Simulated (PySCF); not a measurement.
The numbers below are computed, except where a source is named.
## BF4

The system: BF4, a small molecule; neutral, doublet. The structure was relaxed in the gas phase by PBE0-D3(BJ)/def2-SVP. No frequency run checks that it is a minimum.

SMILES: FB(F)(F)F

```csv
atom,x (Å),y (Å),z (Å)
B1,0.037,0.010,-0.193
F2,0.644,-0.642,1.003
F3,0.766,1.013,-0.649
F4,-0.482,-0.864,-1.037
F5,-0.933,0.440,0.855
```

EPR values by unrestricted B3LYP, IGLO-III on B F.

Task: Predict g and the largest hyperfine couplings. Where does the spin sit?

Result: g = 2.0076, 2.0139, 2.0244. The spin sits on F2 (52 %, bonded to 1 B), F5 (52 %, bonded to 1 B) by Mulliken populations.
```json
{"atom": "F2", "isotope": "19F", "isotropic (MHz)": "295.3", "dipolar, principal values (MHz)": "-943.7, -932.4, 1876.2"}
{"atom": "F5", "isotope": "19F", "isotropic (MHz)": "295.4", "dipolar, principal values (MHz)": "-942.0, -930.7, 1872.8"}
{"atom": "B1", "isotope": "11B", "isotropic (MHz)": "-19.7", "dipolar, principal values (MHz)": "-6.0, 1.3, 4.7"}
{"atom": "F4", "isotope": "19F", "isotropic (MHz)": "-10.7", "dipolar, principal values (MHz)": "-8.3, 2.3, 5.9"}
{"atom": "F3", "isotope": "19F", "isotropic (MHz)": "-10.7", "dipolar, principal values (MHz)": "-8.3, 2.3, 6.0"}
```

Task: How do the isotropic couplings move with BHandHLYP?

Result: F2 295.3 to 432.1 MHz, F5 295.4 to 432.1 MHz, B1 -19.7 to -30.8 MHz, F4 -10.7 to -15.0 MHz.

The 2 runs behind this took 29 s in all, one thread each of Arm Neoverse V2 on a shared host, launched as `OMP_NUM_THREADS=1 python cluster_run.py task.json out`.
